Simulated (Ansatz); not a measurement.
A nudged elastic band was laid between two geometries of BFH₅NSi (9 atoms, charge 0, multiplicity 1).

Level of theory: Ansatz, RKS PBE/STO-3G.

```
movable images  : 7
climbing image  : yes
spring          : 5.0 eV/Å²
optimiser       : quadratic models (default)
start path      : through a guess of the saddle point
force threshold : 0.03 eV/Å
iteration limit : 60
end points      : relaxed
```

First end point:

```xyz
9
Properties=species:S:1:pos:R:3
B -0.723 1.300 -0.681
Si 0.381 -0.302 -0.395
N 0.537 -0.600 1.348
F -0.364 -1.561 -1.207
H -0.671 1.915 -1.688
H -1.523 1.647 0.116
H 1.759 -0.218 -0.891
H 1.092 -1.472 1.567
H -0.399 -0.755 1.813
```

Last end point:

```xyz
9
Properties=species:S:1:pos:R:3
B -0.723 1.301 -0.681
Si 0.382 -0.300 -0.393
N 0.536 -0.602 1.350
F -0.365 -1.555 -1.209
H -1.533 1.641 0.108
H -0.662 1.921 -1.685
H 1.761 -0.217 -0.886
H 1.094 -1.472 1.567
H -0.400 -0.762 1.812
```

What changes between the two ends?

No bond is made or broken. The dihedral H6–B1–Si2–F4 goes from 97 to -80°. The two ends are copies of one structure, up to a mirror image or an exchange of like atoms.

What energy profile does the band end with?

It converged. The highest image is number 5 of 0 to 8, 3.5 kJ/mol above the ends, which have the same energy within 2 meV. A vibrational analysis at the climbing image gives one clearly imaginary mode, 120i cm⁻¹: a first-order saddle point. Limits of this set-up: minimal basis.

```csv
image,path coordinate (Å),energy (kJ/mol),dihedral H6–B1–Si2–F4 (°)
0,0.00,0.0,97
1,0.53,0.4,120
2,1.07,1.0,144
3,1.60,1.8,168
4,2.14,2.9,-170
5,2.67,3.5,-148
6,3.20,2.4,-127
7,3.72,0.7,-103
8,4.24,0.0,-80
```

What is the geometry of the highest image?


```xyz
9
Properties=species:S:1:pos:R:3:forces:R:3
B -0.728 1.315 -0.668 0.01 0.01 0.00
Si 0.419 -0.270 -0.382 0.00 -0.01 0.03
N 0.401 -0.631 1.391 0.01 0.02 -0.02
F -0.093 -1.563 -1.300 0.00 0.00 0.00
H -1.877 1.220 -0.929 0.01 0.00 0.01
H -0.283 2.408 -0.608 -0.01 -0.01 0.00
H 1.830 -0.039 -0.705 0.00 0.00 0.00
H 0.991 -1.505 1.541 -0.01 0.00 -0.01
H -0.573 -0.981 1.644 -0.01 0.00 0.00
```

What are the harmonic wavenumbers there?

120i, 172, 214, 242, 283, 524, 674, 730, 806, 844, 888, 943, 978, 1129, 1347, 1809, 2530, 2901, 3039, 3396, 3585 cm⁻¹.

Time of the run: 72 s on 1 CPU thread of a shared host.
